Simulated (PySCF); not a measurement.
## SMILES C#CC1=CC(=C2C=C2)C=C1, C$_{10}$H$_{6}$

Molfile (atoms numbered from 1):
```
C10H6
     RDKit          3D

 16 17  0  0  0  0  0  0  0  0999 V2000
    3.2433    1.0769    1.0863 C   0  0  0  0  0  0  0  0  0  0  0  0
    2.3343    0.4119    0.6292 C   0  0  0  0  0  0  0  0  0  0  0  0
    1.2907   -0.3821    0.0856 C   0  0  0  0  0  0  0  0  0  0  0  0
   -0.0620   -0.1392    0.1770 C   0  0  0  0  0  0  0  0  0  0  0  0
   -0.7440   -1.2059   -0.5197 C   0  0  0  0  0  0  0  0  0  0  0  0
   -2.0875   -1.3377   -0.6599 C   0  0  0  0  0  0  0  0  0  0  0  0
   -3.4218   -0.9016   -0.4392 C   0  0  0  0  0  0  0  0  0  0  0  0
   -3.2405   -2.0212   -1.1310 C   0  0  0  0  0  0  0  0  0  0  0  0
    0.2711   -2.1078   -1.0393 C   0  0  0  0  0  0  0  0  0  0  0  0
    1.4876   -1.6132   -0.6756 C   0  0  0  0  0  0  0  0  0  0  0  0
    4.0413    1.6689    1.4925 H   0  0  0  0  0  0  0  0  0  0  0  0
   -0.5353    0.7015    0.6818 H   0  0  0  0  0  0  0  0  0  0  0  0
   -4.1114   -0.1754   -0.0143 H   0  0  0  0  0  0  0  0  0  0  0  0
   -3.6763   -2.8584   -1.6719 H   0  0  0  0  0  0  0  0  0  0  0  0
    0.0728   -3.0120   -1.6139 H   0  0  0  0  0  0  0  0  0  0  0  0
    2.4638   -2.0420   -0.9002 H   0  0  0  0  0  0  0  0  0  0  0  0
  1  2  3  0
  2  3  1  0
  3  4  2  0
  4  5  1  0
  5  6  2  3
  6  7  1  0
  7  8  2  0
  5  9  1  0
  9 10  2  0
 10  3  1  0
  8  6  1  0
  1 11  1  0
  4 12  1  0
  7 13  1  0
  8 14  1  0
  9 15  1  0
 10 16  1  0
M  END
```

Theory: PySCF 2.14.0, quadratic response CAM-B3LYP/aug-cc-pVDZ first hyperpolarisability, Taylor convention, gas phase. Geometry: PBE0-D3(BJ)/def2-SVP.

Q: Give the tensor of the second harmonic β(−2ω;ω,ω) at 1907 nm in the axes of these coordinates.

A: In au, Taylor convention; rows are the first index (the induced dipole):
```tsv
	xx	yy	zz	xy	xz	yz
x	+352.4	-148.7	-95.4	-115.7	-52.7	-67.0
y	-115.5	-57.6	-31.0	-136.5	-60.6	-60.2
z	-52.7	-61.4	-8.8	-60.7	-89.3	-30.2
```
Norm of βᵢ = ⅓ Σⱼ (βᵢⱼⱼ + βⱼᵢⱼ + βⱼⱼᵢ): 266.3 au, hyper-Rayleigh value 183.6 au.
